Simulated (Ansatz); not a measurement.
Consider the silylene loss: `[BH2][AlH][O][SiH3]` → `[BH2][AlH][OH]` + `[SiH2]`.

Computed with Ansatz on PBE0-D4/def2-TZVP structures; ΔE is electronic, products minus reactants. CCSD(T)/CBS is the MP2 limit (def2-TZVPP, def2-QZVPP) plus CCSD(T) − MP2 in def2-TZVPP, frozen cores. This one scheme is used for every species. Functionals use def2-TZVPP. HSE06 is defined as in plane-wave codes. One conformer a species, not always the lowest.

```
             level  ΔE (kJ/mol)
          HSE06-D4        346.0
           ωB97M-V        337.4
              PBE0        340.7
           r2SCANh        361.2
           r2SCAN0        363.5
           LC-ωPBE        356.2
      MP2/def2-SVP        345.2
SCS-MP2/def2-QZVPP        355.3
```

Problem. What does CCSD(T)/CBS give? (An estimate is asked.)

Solution. The calculation gave: +343.0 kJ/mol. The listed levels differ from it by 3.0, -5.6, -2.3, 18.2, 20.5, 13.2, 2.2, 12.3 kJ/mol.

Problem. What do rigid-rotor, harmonic-oscillator terms from PBE0-D4/def2-TZVP frequencies (298.15 K, 1 bar) make of the CCSD(T)/CBS value? (An estimate is asked.)

Solution. Computed: ΔZPE = -11.5 kJ/mol, ΔH = +334.8 kJ/mol, ΔS = 120 J/(mol·K), ΔG = +299.0 kJ/mol. Modes under 50 cm⁻¹ make the entropy rough.

Largest T1 diagnostic among the species: 0.014.

From BLYP to BHLYP (50 % exact exchange), in def2-TZVPP and without D4, ΔE moves by +36.9 kJ/mol. The D4 term adds +10.2 kJ/mol with B3LYP and +5.6 kJ/mol with PBE0; it sums over pairs of atoms, weighted by their polarisabilities, and B3LYP, whose exchange is more repulsive, gets the larger term.

B3LYP here is the variant with VWN-RPA as its local correlation; programs differ in this.
